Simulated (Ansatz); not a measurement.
`C[Si](N)(F)Cl` + `[NH2][Ge][SH]` → `C[S][Ge][NH2]` + `N[SiH](F)Cl`  (substitution at a C–Si bond)

Calculated with Ansatz (gas phase, PBE0-D4/def2-TZVP geometries, no zero-point term in ΔE). CCSD(T)/CBS is the MP2 limit (def2-TZVPP, def2-QZVPP) plus CCSD(T) − MP2 in def2-TZVPP, frozen cores. DFT in def2-TZVPP. B3LYP here is the variant with VWN-RPA as its local correlation; programs differ in this. For Ge outer-core shells are correlated without core-valence functions, which leaves a few kJ/mol of doubt a bond. Scalar relativity is left out up to krypton. Each species was taken in one conformer, which may not be the lowest.

Problem. Is it downhill or uphill in electronic energy at CCSD(T)/CBS, and by how much? (Estimate.)

Solution. The calculation gave: Uphill: ΔE = +0.72 eV.

Problem. What do these levels give: PBE-D4, r2SCAN-D4, B3LYP-D4, ωB97X-V, PBE, r2SCAN, B3LYP, CCSD(T)/def2-TZVPP, HF/def2-QZVPP, SCS-MP2/def2-QZVPP, MP2/CBS(def2), CCSD/CBS(def2)? (An estimate is asked.)

Solution. Ansatz gave: PBE-D4 0.71, r2SCAN-D4 0.76, B3LYP-D4 0.72, ωB97X-V 0.73, PBE 0.70, r2SCAN 0.76, B3LYP 0.71, CCSD(T)/def2-TZVPP 0.74, HF/def2-QZVPP 0.72, SCS-MP2/def2-QZVPP 0.69, MP2/CBS(def2) 0.71, CCSD/CBS(def2) 0.73 eV.

Largest T1 diagnostic among the species: 0.014.
